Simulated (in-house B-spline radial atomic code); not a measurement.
Te IV (Te3+) is squeezed into an impenetrable sphere of radius R (the orbitals vanish at R). No spin polarisation. Level of theory: scalar-relativistic (X2C) PBE, spherical fractional occupations, Fermi nucleus of rms radius 4.7423 fm; calculated with an all-electron radial atomic-structure program (B-spline basis).

Energies in eV above the free ion in [Kr] 4d10 5s2 5p1:

| R (bohr) | highest level (eV) | [Kr] 4d10 5s2 5p1 | [Kr] 4d10 5s2 5f1 | [Ar] 3d10 4s2 4p5 4d10 5s2 5p1 5f1 |
| --- | --- | --- | --- | --- |
| 8.57 | -31.6 | 1.148e-05 | 26.32 | 144.5 |
| 6.34 | -31.6 | 0.009848 | 30.01 | 147.2 |
| 4.84 | -31.2 | 0.34 | 37.84 | 154.1 |
| 4.52 | -30.9 | 0.699 | 40.91 | 157.1 |
| 3.77 | -28.6 | 3.625 | 52.88 | 169.3 |
| 3.21 | -23.6 | 12.13 | 71.83 | 190.4 |
| 2.8 | -15 | 29.79 | 100.1 | 223.5 |
| 2.34 | 7.71 | 86.46 | 172.3 | 310.2 |
| 1.63 | 147 | 589.1 | 696.2 | 931.6 |
| 1.21 | 491 | 2389 | 2456 | 2929 |

(1) Does [Kr] 4d10 5s2 5f1 fall below [Kr] 4d10 5s2 5p1 under compression?

(2) Does [Ar] 3d10 4s2 4p5 4d10 5s2 5p1 5f1 fall below [Kr] 4d10 5s2 5p1 under compression?

The highest level is first positive in the row R = 2.34 bohr, pushed up by confinement above the zero of the free ion's potential. Each configuration is held fixed and needn't be the lowest in the sphere.

Results:

(1) No, it stays above over the whole range.

(2) No, it stays above over the whole range.
